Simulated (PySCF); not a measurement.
Correlation energy of O (oxygen, neutral)

[He] 2s2 2p4, high-spin 3P determinant. All numbers are calculated (PySCF 2.14, no relativity, point nucleus, in aug-cc-pVQZ (6s5p4d3f2g, 80 functions)). Frozen: 1s2; 6 electrons correlated.

MP2 pair energies summed by pair of shells (mhartree):

```
 pair  energy  share (%)
2s-2p  -73.83       46.4
2p-2p  -73.46       46.2
2s-2s  -11.80        7.4
```

Total MP2 correlation energy: -159.08 mhartree.

Same-spin part -37.98 and opposite-spin part -121.10 mhartree; SCS-MP2 scales them by 1/3 and 6/5 to -157.98 mhartree.
